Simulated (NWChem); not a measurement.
System: CuI; SMILES [Cu][I]

NWChem printed, in part:

```
             Northwest Computational Chemistry Package (NWChem) 7.3.0
             --------------------------------------------------------

 ORDER OF PRIMARY AXIS IS BEING SET TO 4
 C4V symmetry detected

                             Geometry "geometry" -> ""
                             -------------------------

 Output coordinates in angstroms (scale by  1.889725989 to convert to a.u.)

  No.       Tag          Charge          X              Y              Z
 ---- ---------------- ---------- -------------- -------------- --------------
    1 Cu                  29.0000     0.00000000     0.00000000    -1.53710988
    2 I                   53.0000     0.00000000     0.00000000     0.84106012

 Effective nuclear repulsion energy (a.u.)     342.0047480679

      Symmetry information
      --------------------

 Group name             C4v
 Group number             18
 Group order               8
 No. of unique centers     2

                                 NWChem DFT Module
                                 -----------------

 Summary of "ao basis" -> "ao basis" (spherical)
 ------------------------------------------------------------------------------
       Tag                 Description            Shells   Functions and Types
 ---------------- ------------------------------  ------  ---------------------
 Cu                         def2-svp                11       31   5s3p2d1f
 I                          def2-svp                10       26   4s4p2d

      Symmetry analysis of basis
      --------------------------

        a1         21
        a2          0
        b1          5
        b2          5
        e          26

            General Information
            -------------------
          SCF calculation type: DFT
          Wavefunction type:  closed shell.
          No. of atoms     :     2
          No. of electrons :    54
           Alpha electrons :    27
            Beta electrons :    27
          Charge           :     0
          Spin multiplicity:     1
          Use of symmetry is: on ; symmetry adaption is: on
          Maximum number of iterations: 200
          AO basis - number of functions:    57
                     number of shells:    21
          Convergence on energy requested:  1.00D-06
          Convergence on density requested:  1.00D-05
          Convergence on gradient requested:  5.00D-04

              XC Information
              --------------
                      r^2SCAN Method XC Functional
               r^2SCAN metaGGA Exchange Functional  1.000
                     r^2SCAN Correlation Potential  1.000

             Grid Information
             ----------------
          Grid used for XC integration:  medium
          Radial quadrature: Mura-Knowles
          Angular quadrature: Lebedev.
          Tag              B.-S. Rad. Rad. Pts. Rad. Cut. Ang. Pts.
          ---              ---------- --------- --------- ---------
          Cu                  1.35      112           9.0       590
          I                   1.40      123          10.0       590
          Grid pruning is: on
          Number of quadrature shells:   235
          Spatial weights used:  Erf1

      Superposition of Atomic Density Guess
      -------------------------------------

 Sum of atomic energies:       -1985.81234584

      Non-variational initial energy
      ------------------------------

 Total energy =   -1935.163313
 1-e energy   =   -3121.564903
 2-e energy   =    1025.078595
 HOMO         =      -0.358292
 LUMO         =      -0.146811

      Symmetry analysis of molecular orbitals - initial
      -------------------------------------------------

 !! scf_movecs_sym_adapt:   10 vectors were symmetry contaminated

  Symmetry fudging

 !! scf_movecs_sym_adapt:    6 vectors were symmetry contaminated

  Numbering of irreducible representations:

     1 a1          2 a2          3 b1          4 b2          5 e

  Orbital symmetries:

     1 a1          2 a1          3 a1          4 e           5 e
     6 a1          7 a1          8 e           9 e          10 a1
    11 a1         12 e          13 e          14 a1         15 e
    16 e          17 b1         18 b2         19 a1         20 a1
    21 e          22 e          23 b1         24 b2         25 a1
    26 e          27 e          28 a1         29 a1         30 e
    31 e          32 a1         33 a1         34 a1         35 e
    36 e          37 b2

   convergence    iter        energy       DeltaE   RMS-Dens  Diis-err
 ---------------- ----- ----------------- --------- --------- ---------
 d= 0,ls=0.0,diis     1  -1937.9757554911 -2.10D+03  6.02D-02  1.74D+00
 d= 0,ls=0.5,diis     2  -1934.8307121269  3.15D+00  1.62D-02  4.01D+01
 d= 0,ls=0.5,diis     3  -1936.4662842272 -1.64D+00  1.60D-02  1.40D+01
 d= 0,ls=0.5,diis     4  -1937.2228890196 -7.57D-01  5.07D-02  3.30D+00
 d= 0,ls=0.5,diis     5  -1937.6529846973 -4.30D-01  5.88D-03  5.17D+00
 d= 0,ls=0.5,diis     6  -1937.5351294122  1.18D-01  5.77D-03  6.30D+00
 d= 0,ls=0.5,diis     7  -1937.3757175147  1.59D-01  3.01D-03  7.77D+00
 d= 0,ls=0.5,diis     8  -1937.3254041185  5.03D-02  1.35D-03  8.14D+00
  Resetting Diis
 d= 0,ls=0.5,diis     9  -1937.3186806645  6.72D-03  1.11D-03  8.15D+00
 d= 0,ls=0.5,diis    10  -1937.3019786206  1.67D-02  7.46D-02  8.26D+00
 d= 0,ls=0.5,diis    11  -1933.0795375606  4.22D+00  1.91D-02  6.95D+01
 d= 0,ls=0.5,diis    12  -1935.7518169846 -2.67D+00  2.14D-02  2.42D+01
 d= 0,ls=0.5,diis    13  -1937.1279562444 -1.38D+00  5.52D-02  4.28D+00
 d= 0,ls=0.5,diis    14  -1937.6984916518 -5.71D-01  4.27D-03  4.67D+00
 d= 0,ls=0.5,diis    15  -1937.6168326652  8.17D-02  2.49D-03  5.45D+00
 d= 0,ls=0.5,diis    16  -1937.5731115621  4.37D-02  1.39D-03  5.85D+00
 d= 0,ls=0.5,diis    17  -1937.5555987317  1.75D-02  7.62D-04  5.98D+00
 d= 0,ls=0.5,diis    18  -1937.5779978925 -2.24D-02  2.04D-03  5.76D+00
 d= 0,ls=0.5,diis    19  -1937.6458758332 -6.79D-02  5.86D-03  5.07D+00
 d= 0,ls=0.5,diis    20  -1937.8236005869 -1.78D-01  7.93D-03  3.20D+00
 d= 0,ls=0.5,diis    21  -1937.9919171075 -1.68D-01  7.20D-03  1.38D+00
 d= 0,ls=0.5,diis    22  -1938.0923776108 -1.00D-01  3.88D-03  1.91D-01
 d= 0,ls=0.5,diis    23  -1938.1109857955 -1.86D-02  1.90D-03  1.70D-02
 d= 0,ls=0.5,diis    24  -1938.1142244794 -3.24D-03  1.08D-03  5.95D-03
 d= 0,ls=0.5,diis    25  -1938.1153666882 -1.14D-03  7.19D-04  3.57D-03
 d= 0,ls=0.5,diis    26  -1938.1160013105 -6.35D-04  4.32D-04  1.16D-03
 d= 0,ls=0.5,diis    27  -1938.1162422808 -2.41D-04  3.05D-04  8.18D-04
 d= 0,ls=0.5,diis    28  -1938.1163797344 -1.37D-04  2.27D-04  5.42D-04
 d= 0,ls=0.5,diis    29  -1938.1164625299 -8.28D-05  1.66D-04  2.97D-04
 d= 0,ls=0.5,diis    30  -1938.1165075037 -4.50D-05  1.22D-04  1.68D-04
 d= 0,ls=0.5,diis    31  -1938.1165308523 -2.33D-05  9.25D-05  1.19D-04
 d= 0,ls=0.5,diis    32  -1938.1165452241 -1.44D-05  7.04D-05  7.68D-05
 d= 0,ls=0.5,diis    33  -1938.1165535268 -8.30D-06  5.49D-05  5.21D-05
 d= 0,ls=0.5,diis    34  -1938.1165586958 -5.17D-06  4.26D-05  3.39D-05
 d= 0,ls=0.5,diis    35  -1938.1165617765 -3.08D-06  3.35D-05  2.29D-05
 d= 0,ls=0.5,diis    36  -1938.1165637195 -1.94D-06  2.68D-05  1.52D-05
 d= 0,ls=0.5,diis    37  -1938.1165649570 -1.24D-06  2.14D-05  9.83D-06
 d= 0,ls=0.5,diis    38  -1938.1165657292 -7.72D-07  1.72D-05  6.40D-06
 d= 0,ls=0.5,diis    39  -1938.1165662116 -4.82D-07  1.39D-05  4.32D-06
 d= 0,ls=0.5,diis    40  -1938.1165665243 -3.13D-07  1.13D-05  2.93D-06
 d= 0,ls=0.5,diis    41  -1938.1165667289 -2.05D-07  9.28D-06  2.01D-06

         Total DFT energy =    -1938.116566865689
      One electron energy =    -3128.040332838033
           Coulomb energy =     1118.198129661224
    Exchange-Corr. energy =      -89.597358060511
 Nuclear repulsion energy =      161.322994371631

 Numeric. integr. density =       53.999999977140

                  Occupations of the irreducible representations
                  ----------------------------------------------

                     irrep           alpha         beta
                     --------     --------     --------
                     a1               11.0         11.0
                     a2                0.0          0.0
                     b1                2.0          2.0
                     b2                2.0          2.0
                     e                12.0         12.0

                       DFT Final Molecular Orbital Analysis
                       ------------------------------------

 Vector   25  Occ=2.000000D+00  E=-2.090074D-01  Symmetry=a1
              MO Center=  2.9D-15, -7.0D-16, -1.3D+00, r^2= 1.4D+00
   Bfn.  Coefficient  Atom+Function         Bfn.  Coefficient  Atom+Function
  ----- ------------  ---------------      ----- ------------  ---------------
    17      0.728630  1 Cu d  0               4     -0.392214  1 Cu s
    22      0.273171  1 Cu d  0               3      0.166398  1 Cu s
    44      0.160034  2 I  pz                47      0.130638  2 I  pz
    14     -0.071404  1 Cu pz                35      0.070470  2 I  s
    41     -0.069949  2 I  pz                38     -0.056488  2 I  pz

 Vector   26  Occ=2.000000D+00  E=-1.970228D-01  Symmetry=e
              MO Center= -6.6D-17, -3.6D-16, -3.9D-01, r^2= 2.7D+00
   Bfn.  Coefficient  Atom+Function         Bfn.  Coefficient  Atom+Function
  ----- ------------  ---------------      ----- ------------  ---------------
    16      0.610560  1 Cu d -1              43     -0.423192  2 I  py
    46     -0.392222  2 I  py                21      0.226583  1 Cu d -1
    40      0.173188  2 I  py                37      0.139587  2 I  py
    13     -0.081787  1 Cu py                18      0.058005  1 Cu d  1
    42      0.040204  2 I  px                10      0.038725  1 Cu py

 Vector   27  Occ=2.000000D+00  E=-1.970228D-01  Symmetry=e
              MO Center=  2.5D-16, -1.8D-16, -3.9D-01, r^2= 2.7D+00
   Bfn.  Coefficient  Atom+Function         Bfn.  Coefficient  Atom+Function
  ----- ------------  ---------------      ----- ------------  ---------------
    18      0.610560  1 Cu d  1              42      0.423192  2 I  px
    45      0.392222  2 I  px                23      0.226583  1 Cu d  1
    39     -0.173188  2 I  px                36     -0.139587  2 I  px
    12      0.081787  1 Cu px                16     -0.058005  1 Cu d -1
    43      0.040204  2 I  py                 9     -0.038725  1 Cu px

 Vector   28  Occ=0.000000D+00  E=-1.131689D-01  Symmetry=a1
              MO Center= -1.5D-16, -4.2D-16, -1.7D+00, r^2= 4.0D+00
   Bfn.  Coefficient  Atom+Function         Bfn.  Coefficient  Atom+Function
  ----- ------------  ---------------      ----- ------------  ---------------
     4      0.810115  1 Cu s                 47      0.348402  2 I  pz
     3     -0.278697  1 Cu s                 14     -0.273577  1 Cu pz
    44      0.263024  2 I  pz                 5      0.244415  1 Cu s
    17      0.191843  1 Cu d  0              35     -0.177026  2 I  s
    11      0.122045  1 Cu pz                41     -0.109675  2 I  pz

 Vector   29  Occ=0.000000D+00  E= 6.027703D-02  Symmetry=e
              MO Center= -1.3D-16, -2.9D-16, -1.3D+00, r^2= 2.9D+00
   Bfn.  Coefficient  Atom+Function         Bfn.  Coefficient  Atom+Function
  ----- ------------  ---------------      ----- ------------  ---------------
    13      1.014048  1 Cu py                10     -0.284894  1 Cu py
    43     -0.183199  2 I  py                46     -0.152149  2 I  py
    54     -0.132987  2 I  d -1              12      0.104473  1 Cu px
     7      0.090101  1 Cu py                49      0.079729  2 I  d -1
    40      0.063861  2 I  py                37      0.050998  2 I  py

 Vector   30  Occ=0.000000D+00  E= 6.027703D-02  Symmetry=e
              MO Center= -6.1D-16, -6.1D-16, -1.3D+00, r^2= 2.9D+00
   Bfn.  Coefficient  Atom+Function         Bfn.  Coefficient  Atom+Function
  ----- ------------  ---------------      ----- ------------  ---------------
    12      1.014048  1 Cu px                 9     -0.284894  1 Cu px
    42     -0.183199  2 I  px                45     -0.152149  2 I  px
    56      0.132987  2 I  d  1              13     -0.104473  1 Cu py
     6      0.090101  1 Cu px                51     -0.079729  2 I  d  1
    39      0.063861  2 I  px                36      0.050998  2 I  px

     Multipole analysis of the density
     ---------------------------------

     L   x y z        total         alpha         beta         nuclear
     -   - - -        -----         -----         ----         -------
     0   0 0 0     -0.000000    -27.000000    -27.000000     54.000000

     1   1 0 0     -0.000000     -0.000000     -0.000000      0.000000
     1   0 1 0      0.000000      0.000000      0.000000      0.000000
     1   0 0 1     -1.933004     21.284722     21.284722    -44.502449

     2   2 0 0    -29.792900    -14.896450    -14.896450      0.000000
     2   1 1 0     -0.000000     -0.000000     -0.000000      0.000000
     2   1 0 1     -0.000000     -0.000000     -0.000000      0.000000
     2   0 2 0    -29.792900    -14.896450    -14.896450      0.000000
     2   0 1 1     -0.000000     -0.000000     -0.000000      0.000000
     2   0 0 2    -21.827511   -164.832073   -164.832073    307.836635

            General Information
            -------------------
          SCF calculation type: DFT
          Wavefunction type:  closed shell.
          No. of atoms     :     2
          No. of electrons :    54
           Alpha electrons :    27
            Beta electrons :    27
          Charge           :     0
          Spin multiplicity:     1
          Use of symmetry is: on ; symmetry adaption is: on
          Maximum number of iterations: 200
          AO basis - number of functions:    57
                     number of shells:    21
          Convergence on energy requested:  1.00D-06
          Convergence on density requested:  1.00D-05
          Convergence on gradient requested:  5.00D-04

              XC Information
              --------------
                      r^2SCAN Method XC Functional
               r^2SCAN metaGGA Exchange Functional  1.000
                     r^2SCAN Correlation Potential  1.000

             Grid Information
             ----------------
          Grid used for XC integration:  medium
          Radial quadrature: Mura-Knowles
          Angular quadrature: Lebedev.
          Tag              B.-S. Rad. Rad. Pts. Rad. Cut. Ang. Pts.
          ---              ---------- --------- --------- ---------
          Cu                  1.35      112           9.0       590
          I                   1.40      123          10.0       590
          Grid pruning is: on
          Number of quadrature shells:   235
          Spatial weights used:  Erf1

          Convergence Information
          -----------------------
          Convergence aids based upon iterative change in
          total energy or number of iterations.
          Levelshifting, if invoked, occurs when the
          HOMO/LUMO gap drops below (HL_TOL):  1.00D-02
          DIIS, if invoked, will attempt to extrapolate
          using up to (NFOCK): 10 stored Fock matrices.

                    Damping( 0%)  Levelshifting(0.5)       DIIS
                  --------------- ------------------- ---------------
          dE  on:    start            ASAP                start
          dE off:    2 iters        200 iters           200 iters

                            NWChem DFT Gradient Module
                            --------------------------

  charge          =   0.00
  wavefunction    = closed shell

  Using symmetry

                         DFT ENERGY GRADIENTS

    atom               coordinates                        gradient
                 x          y          z           x          y          z
   1 Cu      0.000000   0.000000  -2.904716    0.000000   0.000000  -0.004281
   2 I       0.000000   0.000000   1.589373    0.000000   0.000000   0.004281
```

Level: r2SCAN/def2-SVP with def2 effective core potentials on I. Structure relaxed at the PBE0/def2-SVP level. def2 effective core potentials on I; no spin-orbit coupling.

Q: Write an input that gives this output.

A: This is not unique; one that fits is the input that was run:
```
start job
memory heap 200 mb stack 900 mb global 1100 mb
geometry units angstroms noautoz
  Cu     0.000000     0.000000    -1.540952
  I      0.000000     0.000000     0.837218
end
basis spherical
  Cu library def2-svp
  I library def2-svp
end
ecp
  I library def2-ecp
end
dft
  xc r2scan
  iterations 200
end
task dft gradient
```
